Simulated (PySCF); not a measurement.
Compound: (OMe)3Si-S-SiH3, C3H12O3SSi2.
Geometry (PBE0-D3(BJ)/def2-SVP, Å), atoms numbered from 1 in this order:
```xyz
21
C3H12O3SSi2 angstrom
Si     0.095    0.377    0.196
O     -0.968    1.585    0.531
C     -1.910    2.165   -0.328
O      0.685   -0.184    1.617
C     -0.101   -0.431    2.756
O      1.409    0.847   -0.658
C      1.612    0.871   -2.043
S     -0.988   -1.149   -0.857
Si     0.374   -2.761   -0.412
H     -2.512    1.403   -0.855
H     -1.427    2.810   -1.083
H     -2.592    2.790    0.267
H      0.570   -0.692    3.588
H     -0.796   -1.274    2.592
H     -0.691    0.456    3.038
H      1.005    0.108   -2.561
H      1.359    1.860   -2.462
H      2.675    0.673   -2.251
H      1.784   -2.329   -0.632
H      0.203   -3.247    0.987
H      0.026   -3.859   -1.359
```

The closed-shell ground state was solved at several levels (PySCF, density fitting, gas phase, non-relativistic).

```tsv
level	basis functions	HOMO (eV)	LUMO (eV)	gap (eV)	dipole (D)
CAM-B3LYP/def2-SVPD	300	-8.80	0.74	9.54	1.10
PBE0/pcSseg-1	234	-7.53	0.10	7.63	1.05
```

Problem. What might KT2/pcSseg-1 (234 basis functions) give for the same quantities?

Solution. HOMO -6.35 eV, LUMO -0.90 eV, gap 5.45 eV, dipole 0.97 D.

Problem. Over all these levels, which gives the widest orbital gap and which the narrowest?

Solution. CAM-B3LYP/def2-SVPD (range-separated hybrid) has the widest, 9.54 eV, and KT2/pcSseg-1 (GGA) the narrowest, 5.45 eV. Functional and basis both differ between the two, so the spread mixes both effects.

Problem. How far do the dipole and the HOMO energy spread over the levels?

Solution. The dipole runs from 0.97 to 1.10 D (mean 1.04 D) and the HOMO from -8.80 to -6.35 eV.

One conformer stands for the species.
